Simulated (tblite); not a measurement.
A tight-binding relaxation on `C1(P(CC)C(C)C)CC1`.

Computed with GFN2-xTB geometry optimisation, gas phase (tblite 0.8.0). Start geometry: from a force field or distance geometry. A driver script takes a list of jobs; this job's settings line and coordinates (Å) are shown.

Command:
```bash
OMP_NUM_THREADS=1 python probes_run.py task.json out
```

Input:
```
{"job": {"kind": "relax", "xc": "GFN2-xTB", "basis": "xTB"}, "charge": 0, "multiplicity": 1}
C     -2.299900    -1.877700     0.203300
C     -0.853100    -1.789600    -0.150400
P     -0.113200    -0.143900     0.248300
C      1.568400     0.118500    -0.426800
C      2.039900    -1.101900    -1.208500
C      2.490600     0.161900     0.789300
C     -1.283700     1.249600     0.004100
C     -0.827100     2.673200    -0.136800
C     -1.384900     2.201000     1.179900
H     -2.657000    -2.902000    -0.027200
H     -2.932700    -1.102100    -0.264700
H     -2.438900    -1.773900     1.312200
H     -0.241500    -2.545700     0.427400
H     -0.746500    -2.082700    -1.211900
H      1.707200     1.038500    -1.001100
H      3.024300    -0.834200    -1.661400
H      1.309700    -1.422700    -1.964500
H      2.161800    -1.916100    -0.454600
H      1.964600     0.584800     1.674100
H      3.451600     0.665300     0.574400
H      2.719300    -0.890400     1.076600
H     -2.276400     0.954000    -0.400000
H     -1.555300     3.285400    -0.723200
H      0.222700     2.914200    -0.252600
H     -0.637500     2.068400     1.967500
H     -2.433200     2.490600     1.469600
```

Output:
```
step      E/eV     max force
  0    -768.02631    3.431
  1    -768.40876    2.582
  2    -768.66758    1.134
  3    -768.77598    0.814
  4    -768.85468    0.564
  5    -768.90375    0.651
  6    -768.96289    0.631
  7    -769.02363    0.757
  8    -769.09765    0.752
  9    -769.16017    0.449
... (196 lines left out)
206    -769.79601    0.017
207    -769.79607    0.014
208    -769.79612    0.014
209    -769.79618    0.019
210    -769.79625    0.021
211    -769.79630    0.017
212    -769.79633    0.018
213    -769.79636    0.013
214    -769.79637    0.010
215    -769.79639    0.008
```

«max force» is the largest atomic force in eV/Å.

Question: From which step on does the largest force stay under 0.1 eV/Å, and how much energy is left to gain from there?

Answer: From step 119 (0.090 eV/Å), 60.1 meV above the end.

Main results: energy lowered by 40.8 kcal/mol over 215 steps; largest atomic force 0.008 eV/Å at the end.

Question: Where do the atoms end?

Answer: 1.186 Å rms from the input after alignment:
```
atom  x, y, z in Å
C1    -2.4700   -1.5984    0.1822
C2    -1.0675   -1.5071   -0.4046
P3     0.0388   -0.3980    0.6114
C4     1.4894   -0.3020   -0.5844
C5     2.2422   -1.6288   -0.6031
C6     2.4261    0.8252   -0.1610
C7    -0.7573    1.2013    0.1697
C8    -0.4817    2.4046    1.0259
C9    -1.8170    1.7439    1.0874
H10   -3.0728   -2.3090   -0.3815
H11   -2.9640   -0.6302    0.1537
H12   -2.4270   -1.9305    1.2177
H13   -0.6145   -2.5017   -0.4114
H14   -1.1049   -1.1397   -1.4351
H15    1.0983   -0.0894   -1.5883
H16    3.1195   -1.5560   -1.2448
H17    1.6157   -2.4360   -0.9759
H18    2.5734   -1.8862    0.4014
H19    1.9154    1.7850   -0.1771
H20    3.2810    0.8781   -0.8340
H21    2.7952    0.6484    0.8479
H22   -0.8920    1.3694   -0.8964
H23   -0.4017    3.3690    0.5454
H24    0.1777    2.2839    1.8729
H25   -2.0574    1.1779    1.9756
H26   -2.6657    2.2490    0.6495
```

Question: Estimate the wall time. Hardware: one thread, Arm Neoverse N1 (aarch64), shared host.

Answer: About 3.3 s.
Labels such as C1 count atoms from 1, the log's own numbers from 0.
